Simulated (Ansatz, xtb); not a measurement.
Species: C$_{2}$H$_{2}$F$_{2}$ (charge 0, singlet). 
Geometry from a B3LYP-D3(BJ)/def2-TZVP (Ansatz, an electronic-structure program) optimisation:
```
C
C 1 1.3198
F 1 1.3452 2 120.22
F 2 1.3452 1 120.22 3 180.00
H 1 1.0806 2 125.33 4 0.00
H 2 1.0806 1 125.33 5 -180.00
```
Charge 0, spin multiplicity 1.

Harmonic wavenumbers from GFN2-xTB (xtb, at its own minimum), cm⁻¹: 288, 324, 525, 688, 952, 1108, 1142, 1203, 1228, 1730, 3094, 3105.

Question: Give the harmonic wavenumbers at B3LYP-D3(BJ)/def2-TZVP (Ansatz, finite differences of forces, unscaled).

Answer: 320, 337, 557, 829, 910, 1148, 1167, 1297, 1312, 1750, 3219, 3225 cm⁻¹. Zero-point energy 23.0 kcal/mol.

Question: From these and the geometry, give the ideal-gas thermochemistry at 298.15 K and 1 atm (rigid rotor, harmonic oscillator).

Answer: Point group C2h, rotational symmetry number 2. Rotational constants 57.81, 4.015, 3.754 GHz. S(trans) 38.39, S(rot) 22.05, S(vib) 3.54, S(elec, spin only) 0.00, S 64.0 cal/(mol K). H(298) - H(0) 3.09 kcal/mol; G - E(el) 7.0 kcal/mol.
